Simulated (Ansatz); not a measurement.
A structure relaxed at PBE0-D4/def2-TZVP in Ansatz, charge 0, doublet:

```xyz
3

Ta    0.039    0.848    0.785
O    -0.717   -0.287   -0.506
O     0.678   -0.561   -0.279
```

(1) Give its formula and point group.

(2) Summarise the bond lengths by kind (pairs closer than 1.2 times the sum of covalent radii, bridged metal pairs left out).

Answers

(1) the cluster TaO2. Point group C2v (tolerance 0.1 Å).

(2) 2 × O–Ta 1.88 Å; 1 × O–O 1.44 Å. The metal has 2 neighbours: O 1.88 Å, O 1.88 Å.

In the def2 sets Ta takes a core potential; there is no spin–orbit coupling. The structure holds 1 bond(s) between oxygen atoms. The charge 0 doublet is spin-contaminated (final ⟨S²⟩ up to 1.01, 0.75 for a pure state). Another isomer (doublet) lies 5.18 eV lower at PBE0-D4/def2-TZVP; other spin states weren't run for this one.
